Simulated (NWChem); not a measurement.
System: C2H4BNO2; SMILES N#CCB(O)O

Here is an NWChem input.

```
start job
memory heap 200 mb stack 900 mb global 1100 mb
geometry units angstroms noautoz
  N      0.366985    -2.575419     0.000000
  C     -0.287885    -1.615091     0.000000
  C     -0.994965    -0.340684     0.000000
  B      0.023578     0.900276     0.000000
  O      1.378242     0.758332     0.000000
  O     -0.531718     2.142521     0.000000
  H     -1.650644    -0.277067    -0.877783
  H     -1.650644    -0.277067     0.877783
  H      1.668173    -0.167887     0.000000
  H      0.153132     2.829709     0.000000
end
basis spherical
  * library def2-tzvp
end
dft
  xc r2scan
  iterations 150
  semidirect filesize 400000000
  mulliken
end
task dft energy
```

NWChem printed, in part:

```
             Northwest Computational Chemistry Package (NWChem) 7.3.0
             --------------------------------------------------------

 CS  symmetry detected

                             Geometry "geometry" -> ""
                             -------------------------

 Output coordinates in angstroms (scale by  1.889725989 to convert to a.u.)

  No.       Tag          Charge          X              Y              Z
 ---- ---------------- ---------- -------------- -------------- --------------
    1 N                    7.0000     0.30273076    -2.58406577     0.00000000
    2 C                    6.0000    -0.33044828    -1.60929970     0.00000000
    3 C                    6.0000    -1.00878390    -0.31936322     0.00000000
    4 B                    5.0000     0.03732016     0.89845362     0.00000000
    5 O                    8.0000     1.38846201     0.72617955     0.00000000
    6 O                    8.0000    -0.48999053     2.15283384     0.00000000
    7 H                    1.0000    -1.66287213    -0.24106471    -0.87778300
    8 H                    1.0000    -1.66287213    -0.24106471     0.87778300
    9 H                    1.0000     1.65755832    -0.20630573     0.00000000
   10 H                    1.0000     0.21009118     2.82449778     0.00000000

 Effective nuclear repulsion energy (a.u.)     198.3900647837

      Symmetry information
      --------------------

 Group name             Cs
 Group number              2
 Group order               2
 No. of unique centers     9

                                 NWChem DFT Module
                                 -----------------

 Summary of "ao basis" -> "ao basis" (spherical)
 ------------------------------------------------------------------------------
       Tag                 Description            Shells   Functions and Types
 ---------------- ------------------------------  ------  ---------------------
 N                         def2-tzvp                11       31   5s3p2d1f
 C                         def2-tzvp                11       31   5s3p2d1f
 B                         def2-tzvp                11       31   5s3p2d1f
 O                         def2-tzvp                11       31   5s3p2d1f
 H                         def2-tzvp                 4        6   3s1p

      Symmetry analysis of basis
      --------------------------

        a'        142
        a"         68

            General Information
            -------------------
          SCF calculation type: DFT
          Wavefunction type:  closed shell.
          No. of atoms     :    10
          No. of electrons :    44
           Alpha electrons :    22
            Beta electrons :    22
          Charge           :     0
          Spin multiplicity:     1
          Use of symmetry is: on ; symmetry adaption is: on
          Maximum number of iterations: 150
          AO basis - number of functions:   210
                     number of shells:    82
          Convergence on energy requested:  1.00D-06
          Convergence on density requested:  1.00D-05
          Convergence on gradient requested:  5.00D-04

              XC Information
              --------------
                      r^2SCAN Method XC Functional
               r^2SCAN metaGGA Exchange Functional  1.000
                     r^2SCAN Correlation Potential  1.000

             Grid Information
             ----------------
          Grid used for XC integration:  medium
          Radial quadrature: Mura-Knowles
          Angular quadrature: Lebedev.
          Tag              B.-S. Rad. Rad. Pts. Rad. Cut. Ang. Pts.
          ---              ---------- --------- --------- ---------
          N                   0.65       49          13.0       434
          C                   0.70       49          12.0       434
          B                   0.85       49          10.0       434
          O                   0.60       49          12.0       434
          H                   0.35       45          12.0       434
          Grid pruning is: on
          Number of quadrature shells:   429
          Spatial weights used:  Erf1

      Superposition of Atomic Density Guess
      -------------------------------------

 Sum of atomic energies:        -305.75677236

      Non-variational initial energy
      ------------------------------

 Total energy =    -308.528637
 1-e energy   =    -808.440808
 2-e energy   =     301.522106
 HOMO         =      -0.392057
 LUMO         =       0.038553

      Symmetry analysis of molecular orbitals - initial
      -------------------------------------------------

  Numbering of irreducible representations:

     1 a'          2 a"

  Orbital symmetries:

     1 a'          2 a'          3 a'          4 a'          5 a'
     6 a'          7 a'          8 a'          9 a'         10 a'
    11 a'         12 a'         13 a'         14 a'         15 a"
    16 a'         17 a"         18 a"         19 a'         20 a'
    21 a"         22 a'         23 a'         24 a"         25 a'
    26 a"         27 a'         28 a'         29 a"         30 a'
    31 a'         32 a'

------------------------------------------------------------
EAF file 0: "./job.aoints.0" size=488112128 bytes
------------------------------------------------------------
               write      read    awrite     aread      wait
               -----      ----    ------     -----      ----
     calls:      931         0         0         0         0
   data(b): 4.88e+08  0.00e+00  0.00e+00  0.00e+00
   time(s): 0.00e+00  0.00e+00  0.00e+00  0.00e+00  0.00e+00
rate(mb/s): 0.00e+00  0.00e+00
------------------------------------------------------------

     ---------------------------------------------
      Total Density - Mulliken Population Analysis
     ---------------------------------------------

    Atom       Charge   Shell Charges
 -----------   ------   -------------------------------------------------------
    1 N    7     7.70   0.82  1.15  0.63  0.93  0.26  1.51  1.65  0.71  0.01  0.03  0.00
    2 C    6     5.55   0.86  1.12  0.59  0.51  0.10  1.02  0.99  0.26  0.03  0.06  0.02
    3 C    6     6.38   0.86  1.12  0.54  0.66  0.09  1.24  1.42  0.42  0.01  0.03  0.00
    4 B    5     4.24   0.92  1.06  0.50  0.36  0.03  0.72  0.36  0.05  0.09  0.11  0.04
    5 O    8     8.72   0.79  1.18  0.59  0.93  0.24  2.01  2.16  0.79  0.00  0.01  0.00
    6 O    8     8.73   0.79  1.18  0.60  0.93  0.25  2.01  2.16  0.80  0.00  0.01  0.00
    7 H    1     0.79   0.23  0.42  0.12  0.02
    8 H    1     0.79   0.23  0.42  0.12  0.02
    9 H    1     0.55   0.19  0.26  0.06  0.04
   10 H    1     0.55   0.19  0.25  0.06  0.04

   convergence    iter        energy       DeltaE   RMS-Dens  Diis-err
 ---------------- ----- ----------------- --------- --------- ---------
 d= 0,ls=0.0,diis     1   -308.5870411487 -5.07D+02  9.49D-03  1.42D+00
 d= 0,ls=0.0,diis     2   -308.0584227000  5.29D-01  7.28D-03  6.10D+00
 d= 0,ls=0.0,diis     3   -308.7067591157 -6.48D-01  1.97D-03  3.06D-01
 d= 0,ls=0.0,diis     4   -308.7255621515 -1.88D-02  8.98D-04  1.43D-01
 d= 0,ls=0.0,diis     5   -308.7390788918 -1.35D-02  8.59D-05  1.53D-03
  Resetting Diis
 d= 0,ls=0.0,diis     6   -308.7392330733 -1.54D-04  2.60D-05  8.29D-05
 d= 0,ls=0.0,diis     7   -308.7392399175 -6.84D-06  2.53D-05  2.27D-05
 d= 0,ls=0.0,diis     8   -308.7392341495  5.77D-06  1.62D-05  8.54D-05
 d= 0,ls=0.0,diis     9   -308.7392420579 -7.91D-06  2.11D-06  6.86D-07
 d= 0,ls=0.0,diis    10   -308.7392421139 -5.60D-08  1.11D-06  1.44D-07

         Total DFT energy =     -308.739242113860
      One electron energy =     -813.146532355785
           Coulomb energy =      346.393902275059
    Exchange-Corr. energy =      -40.376676816818
 Nuclear repulsion energy =      198.390064783684

 Numeric. integr. density =       44.000013750022

                  Occupations of the irreducible representations
                  ----------------------------------------------

                     irrep           alpha         beta
                     --------     --------     --------
                     a'               18.0         18.0
                     a"                4.0          4.0

                       DFT Final Molecular Orbital Analysis
                       ------------------------------------

 Vector   20  Occ=2.000000D+00  E=-3.167925D-01  Symmetry=a"
              MO Center=  3.2D-01,  3.2D-01, -5.8D-15, r^2= 4.3D+00
   Bfn.  Coefficient  Atom+Function         Bfn.  Coefficient  Atom+Function
  ----- ------------  ---------------      ----- ------------  ---------------
   132      0.291534   5 O  pz              163     -0.262865   6 O  pz
   135      0.248415   5 O  pz              166     -0.223103   6 O  pz
   138      0.182741   5 O  pz                8      0.176098   1 N  pz
   169     -0.158579   6 O  pz               39      0.150174   2 C  pz
    11      0.147982   1 N  pz               42      0.127127   2 C  pz

 Vector   21  Occ=2.000000D+00  E=-3.081498D-01  Symmetry=a"
              MO Center= -4.7D-02, -7.6D-01, -4.5D-15, r^2= 4.7D+00
   Bfn.  Coefficient  Atom+Function         Bfn.  Coefficient  Atom+Function
  ----- ------------  ---------------      ----- ------------  ---------------
     8      0.266960   1 N  pz               11      0.224282   1 N  pz
   163      0.224931   6 O  pz               39      0.214720   2 C  pz
   166      0.191493   6 O  pz               42      0.188489   2 C  pz
   132     -0.160267   5 O  pz              169      0.138483   6 O  pz
   135     -0.137230   5 O  pz               14      0.121862   1 N  pz

[...]
```

Level: r2SCAN/def2-TZVP. Geometry: optimised at B3LYP/6-31G* (spherical d).
